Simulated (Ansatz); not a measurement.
A run for Ansatz (a quantum-chemistry and plane-wave program): U-PBE0/def2-TZVPP on F3Re (SMILES [F][Re]([F])[F]), 2S+1 = 3, a spin state set in the input, which need not be the lowest. Elements past Kr take the def2 small-core potentials; no spin–orbit coupling.

Ansatz 0.2 input:
```yaml
crystal:
  periodic: [false, false, false]
  atoms:
    - {symbol: Re, position_ang: [-0.01418017, 0.01710258, -0.01428693]}
    - {symbol: F, position_ang: [-1.54843308, -0.97809588, -0.02042673]}
    - {symbol: F, position_ang: [-0.01579488, 1.70405509, -0.72092213]}
    - {symbol: F, position_ang: [1.52042040, -0.67599651, 0.69959164]}
basis:
  gaussian:
    orbitals: def2-TZVPP
hamiltonian:
  xc: {name: PBE0}
magnetization: {spin_polarized: true, initial_magnetization: 2}
output: {forces: true}
```

Q: Predict the final total energy.

A: -377.7179 hartree.

Q: How many basis functions does it have, and what does it roughly cost on one machine?

A: 149 functions; about 13 core-seconds (a rough figure).
